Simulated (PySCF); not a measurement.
2-iodocyclopenta-1,3-diene (C5H5I), SMILES IC1=CCC=C1.

The structure is a stationary point at PBE-D3(BJ)/def2-SVP. The def2 effective core potentials stand for the cores of I; spin–orbit coupling is left out. One conformer was computed; it need not be the lowest.

All values below come from PBE-D3(BJ)/def2-SVP run with PySCF.

Frequencies are harmonic and unscaled.

Computed normal modes with their intensities:
| mode | ν (cm⁻¹) | IR (km/mol) | moving atoms (share of kinetic energy) |
|---|---|---|---|
| 1 | 170 | 4.7 | C 73 %, H 23 % |
| 2 | 219 | 0.7 | C 77 %, H 16 % |
| 3 | 292 | 0.3 | C 60 %, I 33 % |
| 4 | 339 | 5.2 | H 58 %, C 42 % |
| 5 | 553 | 12.8 | C 72 %, H 28 % |
| 6 | 667 | 6.7 | H 78 %, C 22 % |
| 7 | 715 | 20.2 | H 75 %, C 25 % |
| 8 | 782 | 6.4 | C 88 %, H 12 % |
| 9 | 808 | 60.1 | C 89 %, H 11 % |
| 10 | 862 | 16.3 | C 54 %, H 46 % |
| 11 | 917 | 0.1 | H 76 %, C 24 % |
| 12 | 923 | 5.2 | C 52 %, H 48 % |
| 13 | 961 | 10.6 | H 69 %, C 31 % |
| 14 | 1045 | 2.2 | H 75 %, C 25 % |
| 15 | 1058 | 0.2 | H 87 %, C 13 % |
| 16 | 1089 | 23.4 | C 61 %, H 38 % |
| 17 | 1181 | 0.8 | H 74 %, C 26 % |
| 18 | 1236 | 17.7 | C 75 %, H 25 % |
| 19 | 1309 | 24.4 | H 86 %, C 14 % |
| 20 | 1335 | 4.6 | C 57 %, H 43 % |
| 21 | 1520 | 2.8 | C 93 % |
| 22 | 1585 | 24.6 | C 92 % |
| 23 | 2957 | 4.2 | H 94 % |
| 24 | 2994 | 1.2 | H 91 %, C 9 % |
| 25 | 3152 | 0.1 | H 92 % |
| 26 | 3173 | 4.2 | H 90 %, C 10 % |
| 27 | 3178 | 0.4 | H 91 %, C 9 % |
